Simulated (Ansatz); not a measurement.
Species: CHF, net charge 0, singlet state. 
Geometry from a B3LYP-D3(BJ)/def2-TZVP (Ansatz, a quantum-chemistry and plane-wave program) optimisation:
```xyz
3

C     -0.5669     0.4516    -0.0174
F      0.5297    -0.2636     0.0165
H     -1.3661    -0.3376    -0.0445
```
Charge 0, spin multiplicity 1.

Basis-set convergence of Hartree-Fock and CCSD correlation energies (hartree) with Ansatz. Cores are frozen in the correlated levels unless marked. Spin-orbit coupling is left out. Non-relativistic.

The Hartree-Fock reference is unstable (checked in the largest basis), which strains HF and MP2. 

| basis | functions | E(HF) | E(corr, CCSD) |
|---|---|---|---|
| def2-SVPD | 51 | -137.65247 | -0.32956 |
| def2-TZVPPD | 94 | -137.81885 | -0.40439 |
| def2-QZVPPD | 162 | -137.82462 | -0.43215 |

Extrapolating the two largest sets (X = 3 and 4) as X^-3: E(corr) = (64·(-0.43215) - 27·(-0.40439))/37 = -0.4524 Eh, an estimate of the basis-set limit. The largest set recovers 95.5 % of it, the smallest 72.8 %.
